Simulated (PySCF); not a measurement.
BH, SMILES [BH] (connectivity only; charge and spin as stated), neutral, multiplicity 1.

Geometry optimised at r2SCAN-D4/def2-TZVPD.

Two levels are set side by side: PBE/def2-TZVPD (PySCF) and PBE0/def2-TZVPD (PySCF). Same geometry, gas phase. Differences are taken from unrounded values.

| quantity | PBE0 | PBE | PBE minus PBE0 |
|---|---|---|---|
| orbital gap (eV) | 4.33 | 2.04 | -2.29 |
| highest occupied level (eV) | -6.68 | -5.53 | 1.15 |
| lowest empty level (eV) | -2.35 | -3.49 | -1.14 |
| dipole moment (D) | 1.56 | 1.51 | -0.05 |
| mean polarisability (bohr³) | 23.2 | 23.8 | 0.6 |

Without exact exchange PBE keeps part of each electron's self-repulsion, which lifts occupied levels and narrows the gap. Differences between two approximate levels are no errors against the true value.

Rough cost on one machine, each run with all the roots and properties that it gave: PBE0 against PBE within a factor of 2.
